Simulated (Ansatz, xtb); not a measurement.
## Relaxing a trial structure of CHCl2F2Si+

The starting geometry of this gas-phase singlet was built from a drawn formula by distance geometry and a force field; its bonds are those of `F[CH+][Si](F)(Cl)Cl`.

```xyz
7

C    -1.8720    1.5307   -1.9970
Cl   -1.7107    0.9707    0.9656
Cl   -4.0088   -0.3677   -0.9335
F    -0.9960    1.5889   -3.0404
F    -1.0775   -1.0308   -1.1633
Si   -2.0341    0.1491   -0.8636
H    -2.4467    2.4347   -2.0155
```

Question: Where would you expect an optimisation with r2SCAN-D4/def2-SVP to take it?

Answer: It keeps its bonds, and is `F[CH+][Si](F)(Cl)Cl`.

The energy falls by 0.68 eV over 19 steps:

```json
{"step": "1", "E − E(last) (eV)": "0.684"}
{"step": "3", "E − E(last) (eV)": "0.143"}
{"step": "5", "E − E(last) (eV)": "0.049"}
{"step": "7", "E − E(last) (eV)": "0.043"}
{"step": "9", "E − E(last) (eV)": "0.039"}
{"step": "11", "E − E(last) (eV)": "0.033"}
{"step": "13", "E − E(last) (eV)": "0.027"}
{"step": "15", "E − E(last) (eV)": "0.003"}
{"step": "17", "E − E(last) (eV)": "0.000"}
{"step": "19", "E − E(last) (eV)": "0.000"}
```

Final geometry (Å):

```xyz
7

C    -1.8698    1.5457   -1.9841
Cl   -1.5389    1.2702    0.5495
Cl   -4.1050   -0.5597   -0.8303
F    -0.7795    1.6783   -2.6057
F    -1.1539   -1.1261   -1.2711
Si   -2.2072    0.0023   -0.9200
H    -2.4915    2.4648   -1.9861
```

From the same start GFN2-xTB ends elsewhere, differing in C1–Cl2 (1.87 against 2.57 Å here).

No frequencies were run, so the end isn't proven a minimum. Run with Ansatz 0.2.0, 110 s on 1 thread of Arm Neoverse V2 (shared host).
